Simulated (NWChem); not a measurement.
Species: MgSiH4; SMILES [MgH][SiH3]

```xyz
6

Mg    -0.1833    -1.4492    -0.0024
H     -0.2413    -3.1539    -0.0033
Si    -0.0985     1.1378    -0.0010
H      1.2788     1.6795     0.2646
H     -0.9874     1.7549     1.0430
H     -0.5279     1.7406    -1.3100
```
Atoms are numbered in this order, from 1.

All runs: NWChem. Structure relaxed at the PBE0/def2-SVP level. Ions are spin-unrestricted doublets at the neutral geometry; other ion states weren't tried.

**Question.** Estimate the computed values for PBE0/def2-SVP. Quantities: vertical ionisation energy, ΔSCF (eV); −ε(HOMO) (eV).

**Answer.** 
```
Property                               Result
-------------------------------------  ------
vertical ionisation energy, ΔSCF (eV)    8.86
−ε(HOMO) (eV)                            6.83
```
